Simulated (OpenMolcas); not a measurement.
## What dynamic correlation does to the levels of Hf

- Program: OpenMolcas
- Basis: ANO-RCC-VQZP [9s8p6d4f3g2h]
- Scalar Hamiltonian: DKH2, point nucleus
- Active space: 2 electrons in 5 orbitals (5d)
- State averaging: 2S+1 = 3 even, 10 roots; 2S+1 = 1 even, 15 roots
- Spin-orbit coupling: state interaction with AMFI integrals over the reference wave functions, term energies averaged over their components

Methods on the same reference wave functions:
A. CASSCF
B. SS-CASPT2, IPEA 0.25 Eh, imaginary shift 0.1 Eh (closed shells correlated: 5s 5p 6s)

Energies in cm⁻¹ above 5d² 6s² ³F₂, the measured ground level; measured values from NIST Handbook of Basic Atomic Spectroscopic Data.

| Level | A | B | Measured |
| --- | --- | --- | --- |
| 5d² 6s² ³F₂ | 0.0 | 0.0 | 0.0 |
| 5d² 6s² ³F₃ | 2559 | 2820 | 2357 |
| 5d² 6s² ³F₄ | 5153 | 5320 | 4568 |
| 5d² 6s² ¹D₂ [65 %] | 9422 | 6540 | 5639 |
| 5d² 6s² ³P₀ | 9602 | 7680 | 5522 |
| 5d² 6s² ³P₁ | 10867 | 9330 | 6573 |
| 5d² 6s² ³P₂ [68 %] | 13612 | 11620 | 8984 |
| 5d² 6s² ¹G₄ | 14263 | 11830 | 10533 |
| 5d² 6s² ¹S₀ | 30276 | 20550 | 20328 |

Deviations, from unrounded energies. A percentage is the sum of absolute deviations over the sum of measured energies, with the sign that they share, or ± where signs differ.

```
                        Against measurement  Levels      A      B
             mean absolute deviation (cm-1)       8   3900   1400
      fine structure of the ground term (%)       2  +11.4  +17.6
other terms of the ground configuration (%)       6  +52.9  +17.3
```

B lies closest to measurement on these levels. The largest miss of B in the table is 5d² 6s² ³P₁, by +2800 cm-1. The ranking rests on the paired levels alone, and a cruder setting can come out closer through cancelling errors.

From A to B the spin-free energies of the other terms of 5d² 6s² shown, above ³F, scale by factors of 0.45 to 0.78.

The lowest spin-free term lies below A's lowest term by 0.309 hartree in B.

CASPT2 does not keep the components of a term degenerate, so their means are used; among the terms shown or strongly mixed into the levels shown the widest spread is 870 cm-1 (5d² 6s² ¹G, B). Over all roots computed the reference weight is 0.85 to 0.91 in B; the roots of lowest weight are the least certain, and an intruder state may touch them. With the s shell closed, the reference lacks s² → p², s² → d² and s → d mixing, so excited terms can stand far too high and out of order, with CASPT2 too. Without dynamic correlation excited terms often stand tens of per cent too high (terms of higher spin than the ground term too low), and those without a measured partner can miss by more than the paired ones (holds for A). Some levels mix across a computed gap that differs much from the measured one, so their mixing is not that of the real levels (holds for B). Some terms miss by over 15 % even with CASPT2, which points to a basis or an active space too small for the shells correlated (holds for B). Measured partners are found by configuration, term and J. A level has none where our copy of the source lacks it or the pairing is in doubt (some pairs that miss far off the trend of their configuration count as doubtful), and it then counts in no deviation. Only configurations of the active space appear.

A share in square brackets marks a mixed level and gives the weight of the term that names it, the lowest over the columns.
